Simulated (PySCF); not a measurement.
Compound: 1,4-cyclohexanedione, C6H8O2.
SMILES with atom numbers: `[O:1]=[C:2]1[CH2:3][CH2:4][C:5](=[O:6])[CH2:7][CH2:8]1` (hydrogens: H9, H10 on C3; H11, H12 on C4; H13, H14 on C7; H15, H16 on C8)

Cartesian coordinates in Å at the GFN2-xTB level; atoms count from 1:
```
atom  x, y, z in Å
O1    -0.4862    2.6452   -0.3215
C2    -0.2697    1.4697   -0.1796
C3     1.0481    0.9307    0.3280
C4     1.3453   -0.4732   -0.1870
C5     0.2695   -1.4676    0.1855
O6     0.4870   -2.6409    0.3420
C7    -1.1040   -0.8569    0.3458
C8    -1.2911    0.4010   -0.4949
H9     1.8452    1.6252    0.0567
H10    0.9902    0.9201    1.4209
H11    1.4070   -0.4618   -1.2796
H12    2.3068   -0.8325    0.1841
H13   -1.8580   -1.6074    0.1017
H14   -1.2242   -0.6156    1.4065
H15   -2.2921    0.8157   -0.3640
H16   -1.1813    0.1572   -1.5561
```

Method used: wB97X-D/def2-SVPD in PySCF (dipole) on a GFN2-xTB geometry, gas phase.

Masses are those of the commonest isotopes; rigid-rotor values at the optimised geometry. The values belong to one conformer with, in the numbering `[O:1]=[C:2]1[CH2:3][CH2:4][C:5](=[O:6])[CH2:7][CH2:8]1`, O1–C2–C3–C4 -152°, C2–C3–C4–C5 -58°, C3–C4–C5–O6 -151°, C4–C5–C7–C8 27°.

Task: What are A, B and C (GHz)?

Result: Ia = 109.53, Ib = 332.54, Ic = 414.32 u·Å²; 505379 MHz·u·Å²/I gives 4614, 1520 and 1220 MHz, that is A = 4.6141, B = 1.5198, C = 1.2198 GHz.

Task: What kind of rotor is it?

Result: An asymmetric top. Ray's parameter κ = (2B − A − C)/(A − C) = -0.823; −1 is the prolate and +1 the oblate limit.

Task: What does the inertial defect say?

Result: Not planar: Δ = Ic − Ia − Ib = -27.75 u·Å². For a rigid frame Δ = −2 Σ m c², so Σ m c² = 13.87 u·Å² lies off the ab plane: 8.26 from hydrogen and 5.62 from heavier atoms. The atom farthest from that plane is 1.43 Å away.

Task: Give the other two planar moments, Paa and Pbb, and the rms extents of the mass along the axes.

Result: Paa = Σ m a² = (Ib + Ic − Ia)/2 = 318.66 and Pbb = Σ m b² = (Ia + Ic − Ib)/2 = 95.66 u·Å². With the mass M = 112.05 u, the rms extents √(P/M) along a, b and c are 1.69, 0.92, 0.35 Å.

Task: List the rotational levels J(Ka,Kc) to J = 3 (K).

Result: Above 0(0,0), as E/k:
J = 1: 1(0,1) 0.131, 1(1,1) 0.280, 1(1,0) 0.294
J = 2: 2(0,2) 0.393, 2(1,2) 0.529, 2(1,1) 0.572, 2(2,1) 1.017, 2(2,0) 1.018
J = 3: 3(0,3) 0.784, 3(1,3) 0.901, 3(1,2) 0.987, 3(2,2) 1.412, 3(2,1) 1.417, 3(3,1) 2.191, 3(3,0) 2.191

The point group D2 allows no dipole (computed: 0.04 D), so a rigid rotor has no electric-dipole lines.

Whether it is a minimum is left open (no frequencies). These are rigid-rotor constants of the computed structure; measured ground-state constants (B0) also hold zero-point vibration.

On x86-64 server, one thread (shared host), this took 44 s of wall time. This is the wB97X-D/def2-SVPD job that gave the dipole, with the excitations it also computed.
